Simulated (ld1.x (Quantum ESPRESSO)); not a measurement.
**Pseudopotential generation for gallium (Ga): TM, LDA (PZ), scalar-relativistic.**

ld1.x (Quantum ESPRESSO) 7.5 input, shortened:

```
&input
   title='Ga', zed=31., rel=1, dft='PZ', iswitch=3,
   config='[Ar] 3d10 4s2 4p0 4d-2'
 /
 &inputp
   pseudotype=2, tm=.true., lloc=0,
   nlcc=.false.
 /
3
4P  2  1   0.00   0.00  1.76  1.76  0.0
4D  3  2  -2.00  -0.20  1.68  1.68  0.0
4S  1  0   2.00   0.00  1.30  1.30  0.0
 &test
   configts(1)='4s2 4p0'
 /
```

All-electron outer shells of the reference configuration (LDA (PZ), scalar-relativistic, ld1.x):

```
shell  level (eV)  outermost node (bohr)  outermost maximum (bohr)
   4s      -16.66                   0.81                      1.85
   4p       -9.30                   0.87                      2.29
```

(1) Estimate the cutoffs (Ry, on a coarse ladder) from which the occupation-weighted sum of valence levels, in a spherical-Bessel basis at the reference potential, stays within 10 and 1 mRy of its value at 400 Ry.

(2) Does the potential have ghost states?

(3) Tests: 4s2 4p1; 4s1 4p0; 4s2 4p0.5; 4s2 4p1.3; 4s1 4p1; 4s1 4p2; 4s0 4p3. Which has the largest error in its energy relative to the reference configuration, and how large is it?

## Answers

(1) 45 Ry and 140 Ry.

(2) Ghost states, extra bound levels that the all-electron valence spectrum of the same l lacks: p at -325.7 eV, d at -30.1 eV. A true bound ghost makes a file unfit for plane-wave use.

(3) 4s0 4p3, with +112 meV (all-electron minus pseudo) on +7.66 eV.
